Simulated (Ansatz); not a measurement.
**Computed against measured: atomisation enthalpy at 298 K**

10 molecules holding an element past argon; the atomisation enthalpy at 298 K in kJ/mol, computed less measured. Shapes, held fixed at every level: PBE0-D4/def2-TZVP. Flexible molecules stand in one conformer, not always the lowest. Thermal terms are harmonic and unscaled (PBE/def2-SVP, PBE0-D4/def2-TZVP); the spin-orbit lowering of the free atoms is taken from their spectra. Programs: Ansatz 0.2.0. Measured values: Active Thermochemical Tables, CRC Handbook of Chemistry and Physics, NIST-JANAF tables.

Levels: A = B3LYP-D4/def2-TZVPP; B = wB97M-V/def2-TZVPP; C = wB97X-V/def2-TZVPP.

| molecule | from tabulated heats | A | B | C |
| --- | --- | --- | --- | --- |
| BBr2F (SMILES FB(Br)Br) | 1388 | -24 | -9 | -11 |
| SiBr4 (tetrabromosilane) | 1313 | -48 | -20 | -5 |
| CBrCl2F (bromodichlorofluoromethane) | 1391 | -40 | -1 | -5 |
| CH2BrF (bromofluoromethane) | 1556 | -10 | -5 | -3 |
| CHBrF2 (bromodifluoromethane) | 1630 | -15 | +1 | +3 |
| CHI3 (SMILES IC(I)I) | 1004 | +3 | -6 | +7 |
| GeI4 (germanium tetraiodide) | 856 | -17 | -35 | +4 |
| C2H3Br (vinyl bromide) | 2126 | -5 | -6 | -11 |
| C3H5Br (allyl bromide) | 3307 | -3 | -4 | -11 |
| C3H7I (1-iodopropane) | 3813 | -1 | -1 | -2 |

Question: Sum up the errors.

Answer: 
```
              level                    kind  mean error  mean absolute error  worst case
B3LYP-D4/def2-TZVPP           global hybrid       -16.0                 16.6       SiBr4
 wB97M-V/def2-TZVPP  range-separated hybrid        -8.6                  8.8        GeI4
 wB97X-V/def2-TZVPP  range-separated hybrid        -3.4                  6.2       BBr2F
```

On this set wB97X-V/def2-TZVPP has the smallest mean absolute error and B3LYP-D4/def2-TZVPP the largest. B3LYP-D4/def2-TZVPP is too low in 9 of 10; wB97M-V/def2-TZVPP is too low in 9 of 10; wB97X-V/def2-TZVPP is too low in 7 of 10. The heats of SiBr4, GeI4, C3H5Br, C3H7I come from older tables and can be uncertain by 10 kJ/mol or more. The molecules' own spin-orbit binding is left out, so errors for heavy halides read too negative. Heats of the atoms come from ATcT where it has them, that of boron, 570 kJ/mol, from recent work. With so many references in doubt the order of the levels isn't settled. The tabulated values of BBr2F, CHI3 are in doubt (older tables, estimates, or at odds with other calculations) and kept here. Over the 8 molecules whose values aren't doubted the mean absolute errors are A 17.4; B 9.1; C 5.5. For atoms past krypton def2 sets carry core potentials with scalar relativity. Relativity is left out for Br, Ge. The set is small.
